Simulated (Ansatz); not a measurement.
BH₂Br, relaxed as a singlet with RKS r2SCAN-D4/def2-TZVP in Ansatz, starting from the GFN2-xTB geometry. Force threshold 0.02 eV/Å.

Start:

Cartesian coordinates in Å:
```
B -0.0575 -0.0904 0.1399
H -1.2075 -0.1469 0.3460
H 0.7210 -0.6170 0.8361
Br 0.5440 0.8542 -1.3221
```

**Question.** Estimate the energy that the relaxation releases and the steps that it takes.

**Answer.** 0.9 kcal/mol, in 5 steps; 4.5 s on 4 threads of Intel Xeon on a shared host. No frequencies were taken in this run, so the end may be a saddle point.

**Question.** Does the start keep its bonding and symmetry?

**Answer.** By distances, no bond broke or formed. The bond that changes most is B1–Br4, from 1.84 to 1.90 Å (atoms count from 1). Point group C2v at the start, C2v at the end, both within 0.05 Å.

**Question.** Predict the relaxed structure.

**Answer.** 
Cartesian coordinates in Å:
```
B -0.0646 -0.1014 0.1569
H -1.2367 -0.1432 0.3437
H 0.7464 -0.6265 0.8476
Br 0.5549 0.8711 -1.3482
```
Bond lengths: 1 × B–Br 1.90 Å; 2 × B–H 1.19 Å.
